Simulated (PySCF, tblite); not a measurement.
Computed geometry: GFN2-xTB, gas phase. One conformer each, none proved a minimum here. Atom numbers follow the mapped SMILES.

Problem. Rank these C–F bonds from shortest to longest.
A. C10–F11 in `[CH2:1]=[C:2]1[CH:3]=[C:4]([CH2:5][O:6][CH3:7])[C:8]([F:9])=[C:10]1[F:11]` with C3–C4–C5–O6 0°, C4–C5–O6–C7 180°
B. F1–C2 in `[F:1][CH2:2][C@H:3]1[CH2:4]/[C:5]1=[CH:6]/[Cl:7]` with F1–C2–C3–C4 86°
C. C5–F6 in `[CH3:1][CH:2]=[C:3]=[CH:4][C@@H:5]([F:6])[Cl:7]` with C3–C4–C5–F6 137°

Solution. A (1.338 Å), C (1.359 Å), B (1.376 Å).

- 1.338 Å: drawn single, vinylic C–F carbon to vinyl fluorine
- 1.359 Å: drawn single, sp3 C–F carbon to alkyl fluorine
- 1.376 Å: drawn single, alkyl fluorine to sp3 C–F carbon

Problem. Rank these C–O bonds from shortest to longest.
A. C2–O4 in `[CH3:1][CH:2]([CH3:3])[O:4][C@@H:5]([CH3:6])[C@H:7]([F:8])[C:9]#[N:10]` with C1–C2–O4–C5 -157°, C2–O4–C5–C6 98°, O4–C5–C7–F8 -179°
B. O5–C6 in `[CH2:1]=[C:2]1[CH:3]=[C:4]1[O:5][C:6]([F:7])([F:8])[F:9]` with C3–C4–O5–C6 -1°
C. O6–C7 in `[CH2:1]=[C:2]1[CH:3]=[C:4]([CH2:5][O:6][CH3:7])[C:8]([F:9])=[C:10]1[F:11]` with C3–C4–C5–O6 0°, C4–C5–O6–C7 180°

Solution. B (1.335 Å), C (1.404 Å), A (1.426 Å).

- 1.335 Å: drawn single, ether oxygen to CF3 carbon
- 1.404 Å: drawn single, ether oxygen to methoxy carbon
- 1.426 Å: drawn single, sp3 carbon bound to oxygen to ether oxygen

Problem. Order the C–C distances, shortest first.
A. C5–C6 in `[CH3:1][CH:2]([CH3:3])[O:4][C@@H:5]([CH3:6])[C@H:7]([F:8])[C:9]#[N:10]` with C1–C2–O4–C5 -157°, C2–O4–C5–C6 98°, O4–C5–C7–F8 -179°
B. C1–C2 in `[CH2:1]=[C:2]1[CH:3]=[C:4]1[O:5][C:6]([F:7])([F:8])[F:9]` with C3–C4–O5–C6 -1°
C. C2–C10 in `[CH2:1]=[C:2]1[CH:3]=[C:4]([CH2:5][O:6][CH3:7])[C:8]([F:9])=[C:10]1[F:11]` with C3–C4–C5–O6 0°, C4–C5–O6–C7 180°

Solution. B (1.308 Å), C (1.466 Å), A (1.529 Å).

- 1.308 Å: drawn double, terminal =CH2 carbon to fully substituted alkene carbon
- 1.466 Å: drawn single, fully substituted alkene carbon to vinylic C–F carbon, in a 5-membered ring
- 1.529 Å: drawn single, sp3 carbon bound to oxygen to methyl carbon
